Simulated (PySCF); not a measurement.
## Cl: excitation energy

Cl [Ne] 3s2 3p5 (2P) → Cl [Ne] 3s1 3p6 (2S), as a difference of total energies. Computed with PySCF 2.14 in dyall-av3z (19s12p3d2f, 84 functions), with scalar relativity by spin-free X2C-1e. Correlated levels: valence: [Ne] frozen; virtual orbitals above 40 to 60 times the deepest correlated orbital energy dropped. The calculations carry no spin-orbit coupling.

| method | excitation energy (eV) | error (eV) |
| --- | --- | --- |
| UHF | 15.576 | +4.990 |
| LDA | 11.930 | +1.344 |
| PBE | 12.165 | +1.579 |
| PBE0 | 13.030 | +2.444 |
| r2SCAN | 12.913 | +2.327 |
| revPBE | 12.193 | +1.607 |
| TPSSh | 12.817 | +2.231 |
| wB97M-V | 13.128 | +2.542 |
| M06-L | 12.973 | +2.387 |
| MP2 (valence) | 13.186 | +2.600 |
| SCS-MP2 (valence) | 12.949 | +2.363 |

Reference: 10.586 eV (measured; NIST levels, between the centres of gravity of the two terms).

Errors of the correlated levels include the incompleteness of this basis and the frozen core.

Every method misses the reference by a wide margin, which points to the basis or the choice of state and not to the methods.
